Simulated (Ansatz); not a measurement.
Consider the formal exchange of groups at the Al–H bond: `[AlH2][O][SiH3]` + `OC(O)Br` → `[SiH3][O][AlH][Br]` + `OCO`.

Program: Ansatz. Geometries: PBE0-D4/def2-TZVP. ΔE: electronic, gas phase. CCSD(T)/CBS is the MP2 limit (def2-TZVPP, def2-QZVPP) plus CCSD(T) − MP2 in def2-TZVPP, frozen cores. This one scheme is used for every species. DFT in def2-TZVPP. B3LYP here is the variant with VWN-RPA as its local correlation; programs differ in this. For Br outer-core shells are correlated without core-valence functions, which leaves a few kJ/mol of doubt a bond. Scalar relativity is left out up to krypton. One conformer a species, not always the lowest.

`[AlH2][O][SiH3]`:

Cartesian coordinates in Å:
```
Al -0.220 1.844 -0.217
O -0.006 0.188 -0.017
Si 0.171 -1.415 0.166
H 0.855 2.632 -1.064
H -1.481 2.515 0.457
H 0.960 -1.700 1.394
H 0.881 -1.994 -1.006
H -1.159 -2.071 0.287
```

`OC(O)Br`:

Z-matrix (Å, degrees):
```
C
O 1 1.380
Br 1 1.971 2 105.0
O 1 1.364 2 113.6 3 -122.7
H 1 1.090 2 113.7 3 114.2
H 2 0.965 1 107.3 3 -176.5
H 4 0.966 1 108.3 2 55.5
```

`[SiH3][O][AlH][Br]`:

Z-matrix (Å, degrees):
```
Si
O 1 1.631
H 1 1.487 2 110.7
H 1 1.486 2 109.4 3 120.3
H 1 1.486 2 109.3 3 -120.2
Al 2 1.672 1 160.4 3 -6.9
Br 6 2.248 2 118.5 1 -0.5
H 6 1.565 2 120.8 1 179.6
```

`OCO`:

Z-matrix (Å, degrees):
```
C
O 1 1.397
O 1 1.396 2 112.9
H 1 1.095 2 105.2 3 -122.5
H 1 1.095 2 112.0 3 118.6
H 2 0.962 1 107.9 3 -61.7
H 3 0.962 1 107.9 2 -61.7
```

```tsv
level	ΔE (kcal/mol)	difference from CCSD(T)/CBS
PBE-D4	-47.7	4.4
r2SCAN-D4	-50.3	1.8
PBE0-D4	-50.3	1.8
B3LYP-D4	-49.8	2.3
ωB97X-V	-50.3	1.8
ωB97M-V	-50.5	1.6
B2PLYP	-51.1	1.0
PBE	-47.9	4.2
r2SCAN	-50.3	1.8
PBE0	-50.5	1.6
B3LYP	-50.2	1.9
HF/def2-TZVPP	-55.3	-3.2
MP2/def2-TZVPP	-52.0	0.1
SCS-MP2/def2-TZVPP	-51.6	0.5
CCSD/def2-TZVPP	-52.2	-0.1
CCSD(T)/def2-TZVPP	-51.2	0.9
HF/def2-QZVPP	-55.3	-3.2
MP2/def2-QZVPP	-52.5	-0.4
SCS-MP2/def2-QZVPP	-52.1	0.0
HF/CBS(def2)	-55.3	-3.2
MP2/CBS(def2)	-52.9	-0.8
CCSD/CBS(def2)	-53.1	-1.0
CCSD(T)/CBS	-52.1	0
```

Largest T1 diagnostic among the species: 0.012.

From PBE to PBE0 (25 % exact exchange), in def2-TZVPP and without D4, ΔE moves by −2.6 kcal/mol. In def2-TZVPP, CCSD(T) changes the Hartree–Fock value by +4.2 kcal/mol (the triples alone add +1.0 kcal/mol) and MP2 by +3.4 kcal/mol.
